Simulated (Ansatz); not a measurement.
Ideal-gas functions of BrH₄NOSi, SMILES `N[SiH](O)Br` at 298.15 K and 1 bar, from an Ansatz frequency run at PBE0-D4/def2-TZVP.

Molar mass 142.03 g/mol, point group C1 (symmetry number 1), electronic degeneracy 1, moments of inertia 77.8, 247.381, 301.883 u Å². Harmonic wavenumbers (cm⁻¹, unscaled): 169, 193, 245, 300, 328, 392, 435, 739, 803, 837, 881, 915, 960, 1571, 2278, 3611, 3713, 3903.

Use S(trans) = R[1.5 ln M + 2.5 ln T − 1.1517]; rotational temperatures θ = 24.2544 K / I; S(rot) = R[ln(√π/σ · √(T³/θAθBθC)) + 1.5]; for each mode x = 1.438777 ν̃/T, S = R[x/(eˣ − 1) − ln(1 − e⁻ˣ)] and H = RT x/(eˣ − 1); 1 cm⁻¹ = 0.0119627 kJ/mol; R = 8.31446 J/(mol·K).

Problem. By hand: the entropy, in J/(mol·K).

Solution. Translation 170.7. Rotation: θ = 0.3118, 0.098, 0.0803 K, giving 113.3. Vibration, mode by mode: 10.24, 9.20, 7.39, 5.93, 5.31, 4.15, 3.52, 1.10, 0.86, 0.75, 0.63, 0.55, 0.46, 0.04, 0.00, 0.00, 0.00, 0.00, in all 50.1. Electronic 0.0. Sum 334.1 J/(mol·K).

Problem. By hand: H − E and G − E in kJ/mol, counted from the electronic energy.

Solution. Zero-point energy ½ × 22273 × 0.0119627 = 133.2; thermal vibration 9.1; translation, rotation and pV give 4 RT = 9.9. H − E = 152.2 kJ/mol, and G − E = 152.2 − 298.15 × 334.1/1000 = 52.6 kJ/mol.

Vibration gives 15 % of the entropy. The sum counts one conformer and one mirror image; others add a mixing term.
